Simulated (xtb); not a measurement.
C7H12O2 (SMILES C=C(C)C(=O)OC(C)C), singlet, at a GFN2-xTB geometry. Base run: GFN2-xTB (xtb).

Here is a job for xtb.
```
$ xtb mol.xyz --gfn 2 --json

# file mol.xyz
21

C      2.49886392     0.41496650    -0.09857295
C      1.75635094    -0.54116509     0.44818952
C      2.30767317    -1.66965171     1.25949003
C      0.27403095    -0.56287619     0.29342406
O     -0.43535927    -1.41048866     0.78168372
O     -0.18309323     0.44933142    -0.44899844
C     -1.60130035     0.52108135    -0.66381330
C     -1.81606096     1.27894483    -1.96591546
C     -2.26883926     1.21046334     0.52176712
H      2.05916548     1.20921452    -0.67532085
H      3.57006251     0.42803160     0.01644383
H      3.38867609    -1.60073342     1.33850803
H      2.03584880    -2.61958287     0.80227429
H      1.86822066    -1.65670854     2.25547410
H     -1.98086283    -0.50600044    -0.74763162
H     -1.42574453     2.28935404    -1.87467858
H     -2.87692297     1.32634783    -2.19360694
H     -1.30062128     0.77927304    -2.78199954
H     -2.09719264     0.63641320     1.42903669
H     -1.85827709     2.20935727     0.65170196
H     -3.33904245     1.28371330     0.35090193
```

Each row names what was changed in the base input (with any setting that the change needs).

```
change         ΔE vs base (mEh)  HOMO-LUMO gap (eV)  dipole (D)  G_solv (kcal/mol)  SCF cycles
-------------  ----------------  ------------------  ----------  -----------------  ----------
base                      0.000                3.83        2.18                  -          11
acc = 1000                0.014                3.84        2.18                  -           6
gbsa = thf              -13.764                3.89        2.67              -9.13          11
alpb = hexane           -13.009                3.90        2.49              -8.50          11
alpb = dmso          (withheld)          (withheld)  (withheld)         (withheld)          11
gbsa = water         (withheld)          (withheld)  (withheld)         (withheld)          11
etemp = 10000           -23.643                3.94        2.27                  -          12
```

Problem. Complete the blanks.

Solution. 
- alpb = dmso, ΔE vs base (mEh): -15.285
- alpb = dmso, HOMO-LUMO gap (eV): 3.88
- alpb = dmso, dipole (D): 2.62
- alpb = dmso, G_solv (kcal/mol): -10.05
- gbsa = water, ΔE vs base (mEh): -7.863
- gbsa = water, HOMO-LUMO gap (eV): 3.91
- gbsa = water, dipole (D): 2.85
- gbsa = water, G_solv (kcal/mol): -5.93

ALPB and GBSA are two models with their own fitted parameters for each solvent, which aren't always the measured dielectric constant.
